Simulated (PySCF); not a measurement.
# First hyperpolarisability: SMILES C=C/C=C/C(C)=O, C6H8O

Geometry:
| atom | x (Å) | y (Å) | z (Å) |
| --- | --- | --- | --- |
| C1 | -3.274 | -0.171 | -0.426 |
| C2 | -2.052 | -0.634 | -0.117 |
| C3 | -0.834 | 0.102 | -0.378 |
| C4 | 0.406 | -0.333 | -0.080 |
| C5 | 1.597 | 0.498 | -0.387 |
| C6 | 2.933 | -0.088 | -0.006 |
| O7 | 1.500 | 1.586 | -0.915 |
| H8 | -4.176 | -0.750 | -0.216 |
| H9 | -3.404 | 0.806 | -0.900 |
| H10 | -1.949 | -1.616 | 0.357 |
| H11 | -0.913 | 1.088 | -0.853 |
| H12 | 0.557 | -1.308 | 0.395 |
| H13 | 3.088 | -1.049 | -0.523 |
| H14 | 3.736 | 0.609 | -0.271 |
| H15 | 2.962 | -0.299 | 1.075 |

Computed with PySCF, quadratic response CAM-B3LYP/aug-cc-pVDZ first hyperpolarisability, Taylor convention, gas phase. Geometry: PBE0-D3(BJ)/def2-SVP.

**Question.** What is the first hyperpolarisability, and how does it disperse?

**Answer.** In 10⁻³⁰ esu, Taylor convention; the vector part is βᵢ = ⅓ Σⱼ (βᵢⱼⱼ + βⱼᵢⱼ + βⱼⱼᵢ); β∥ is 3/5 of the vector part along the dipole, the dipole points from − to +:
| process | λ (nm) | β vector norm | β∥ | β HRS | depolarisation ratio |
| --- | --- | --- | --- | --- | --- |
| static β(0;0,0) | ∞ | 3.42 | 0.98 | 1.61 | 3.58 |
| second harmonic β(−2ω;ω,ω) | 1907 | 3.88 | 1.13 | 1.80 | 3.67 |
| Pockels β(−ω;ω,0) | 1907 | 3.57 | 1.03 | – | – |
| second harmonic β(−2ω;ω,ω) | 1064 | 5.25 | 1.57 | 2.39 | 3.86 |
| Pockels β(−ω;ω,0) | 1064 | 3.92 | 1.14 | – | – |

**Question.** Which lowest excitations, dipole and polarisabilities go with it?

**Answer.** S1 3.75 eV (f = 0.000); S2 4.92 eV (f = 0.698); S3 6.26 eV (f = 0.001); dipole 3.05 D; isotropic α 88.5 au static, 89.1 au at 1907 nm, 90.3 au at 1064 nm, 90.8 au at 953.5 nm, 96.8 au at 532 nm.
